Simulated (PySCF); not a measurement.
## BMe2(CF3): 4 charge schemes on one density

Compound: BMe2(CF3), C3H6BF3.
Geometry (PBE0-D3(BJ)/def2-SVP, Å), atoms numbered from 1 in this order:
```
atom  x, y, z in Å
B1     0.0400    0.0664    0.0182
C2     1.5957    0.0390   -0.0240
H3     1.9106   -0.4807   -0.9480
H4     1.9884   -0.5938    0.7908
H5     2.0787    1.0247    0.0104
C6    -0.8192    1.3666    0.0206
H7    -0.4966    2.0179    0.8518
H8    -1.9056    1.2207    0.0783
H9    -0.5857    1.9402   -0.8946
C10   -0.7439   -1.3434    0.0295
F11    0.0405   -2.4317    0.0432
F12   -1.5274   -1.4457   -1.0625
F13   -1.5448   -1.4323    1.1086
```

Density: PBE0/pcSseg-1 (PySCF); schemes: Mulliken, IAO, Hirshfeld and ESP-fitted. Isolated species at its PBE0-D3(BJ)/def2-SVP geometry, gas phase.

Problem. Atoms with like bonding are taken together and averaged. At which atom do the 4 schemes differ most?

Solution. At C2/C6: from -0.695 (ESP-fitted) to -0.192 e (Hirshfeld), 0.503 e apart.

Problem. For which atoms does the sign change between the 4 schemes (beyond +0.03 e in one, beyond −0.03 e in another)?

Solution. For none.

Problem. Do the Mulliken, IAO, Hirshfeld and ESP-fitted schemes agree on where the charge is highest?

Solution. The schemes don't all agree: Mulliken C10 (+0.654); IAO C10 (+0.681); Hirshfeld B1 (+0.198); ESP-fitted C10 (+0.542).

Problem. Tabulate the Mulliken, IAO, Hirshfeld and ESP-fitted charges.

Solution. In e; atoms taken as equivalent share a row and are averaged (×n: the atom named and its like, n in all):

```tsv
atom	environment	Mulliken	IAO	Hirshfeld	ESP-fitted
B1	boron bonded to 3 C	+0.346	+0.324	+0.198	+0.521
C2/C6	carbon bonded to B and 3 H	-0.520	-0.572	-0.192	-0.695
H3 (×6)	hydrogen on C2	+0.149	+0.166	+0.051	+0.170
C10	carbon bonded to B and 3 F	+0.654	+0.681	+0.190	+0.542
F11/F12/F13	fluorine bonded to C	-0.284	-0.286	-0.103	-0.231
```

Mean size of the charges over all atoms: ESP-fitted 0.320 e, IAO 0.308 e, Mulliken 0.291 e, Hirshfeld 0.107 e. Each set sums to the total charge, 0, to within 0.001 e. The ESP scheme fits charges at the nuclei, held to the total charge, to the electrostatic potential on points at 1.4 to 2.0 times the van der Waals radii. The IAO scheme projects the occupied orbitals on a minimal set of polarised atomic orbitals and counts the electrons in each atom's part of it.

Some averages cover members that differ in this geometry: C2/C6, ESP-fitted -0.799 to -0.590; H3 (×6), ESP-fitted +0.138 to +0.207; H3 (×6), IAO +0.149 to +0.176 e.

Problem. Sum the charges by element, for elements with more than one atom.

Solution. 
```tsv
element	atoms	Mulliken	IAO	Hirshfeld	ESP-fitted
C	3	-0.386	-0.463	-0.194	-0.847
H	6	+0.892	+0.996	+0.305	+1.018
F	3	-0.852	-0.857	-0.309	-0.692
```

Problem. How closely do the schemes follow one another over all atoms?

Solution. Correlation coefficient and root-mean-square difference: Mulliken with IAO 1.00, 0.026 e; Mulliken with Hirshfeld 0.98, 0.216 e; Hirshfeld with ESP-fitted 0.98, 0.262 e; IAO with Hirshfeld 0.97, 0.236 e; IAO with ESP-fitted 0.97, 0.098 e; Mulliken with ESP-fitted 0.97, 0.104 e.

The run behind these numbers computed NMR shieldings as well. Hardware: an Arm Neoverse V2 with one thread, no GPU, shared host with 32 logical CPUs at a one-minute load of 9.4. Cost: 14 s wall (with the writing of density and orbital grids), 0.76 GiB resident at most.
